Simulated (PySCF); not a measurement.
**Electronic structure of Ga²⁺ (gallium, charge +2) at the UHF level**

Configuration: [Ar] 3d10 4s1, 2S determinant. All numbers are calculated (PySCF 2.14, scalar relativity through the core potential, in aug-cc-pVQZ-PP with ECP10MDF (7s6p5d3f2g, 89 functions)).

| Quantity | Value |
| --- | --- |
| Total energy | -257.410937 hartree |
| One-electron energy | -448.1483 hartree |
| Hartree (Coulomb) energy | 212.1088 hartree |
| Exchange energy | -21.3715 hartree |
| ⟨S²⟩ | 0.7505 |
| ⟨L²⟩ | 0.000 |
| Sum of ⟨r⟩ | 15.40 bohr |
| Sum of ⟨r²⟩ | 17.25 bohr² |

```
shell  electrons  mean orbital energy (hartree)  rms radius, mean of both spins (bohr)
 3s α          1                       -7.33594                                  0.701
 3s β          1                       -7.32036                                  0.701
 3p α          3                       -5.31469                                  0.738
 3p β          3                       -5.30998                                  0.738
 3d α          5                       -1.90737                                  0.881
 3d β          5                       -1.90270                                  0.881
 4s α          1                       -1.09296                                   2.29
```

Energies and moments cover only the electrons outside the core potential.
